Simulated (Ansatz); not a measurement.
Calculated with Ansatz (gas phase, PBE0-D4/def2-TZVP geometries, no zero-point term in ΔE). CCSD(T)/CBS adds triple-zeta CCSD(T) − MP2 to the extrapolated MP2 energy (def2 sets, frozen cores). This one scheme is used for every species. Functionals use def2-TZVPP. For Ge outer-core shells are correlated without core-valence functions, which leaves a few kJ/mol of doubt a bond. Scalar relativity is left out up to krypton. One conformer a species, not always the lowest.

Reaction (ligand exchange at a Ge–O bond): `[BH2][GeH2][O][SiH2]F` + CH₃OH → `[BH2][GeH2][O]C` + `O[SiH2]F`

| level | ΔE (kJ/mol) |
| --- | --- |
| ωB97X-V | 11.5 |
| CCSD/CBS(def2) | 14.0 |

Q: What does CCSD(T)/CBS give? (An estimate is asked.)

A: Ansatz gave: +12.2 kJ/mol. The listed levels differ from it by -0.7, 1.8 kJ/mol.

Largest T1 diagnostic among the species: 0.012.

In def2-TZVPP, CCSD(T) changes the Hartree–Fock value by −9.6 kJ/mol (the triples alone add −1.8 kJ/mol) and MP2 by −11.2 kJ/mol. From PBE to PBE0 (25 % exact exchange), in def2-TZVPP and without D4, ΔE moves by +4.2 kJ/mol.
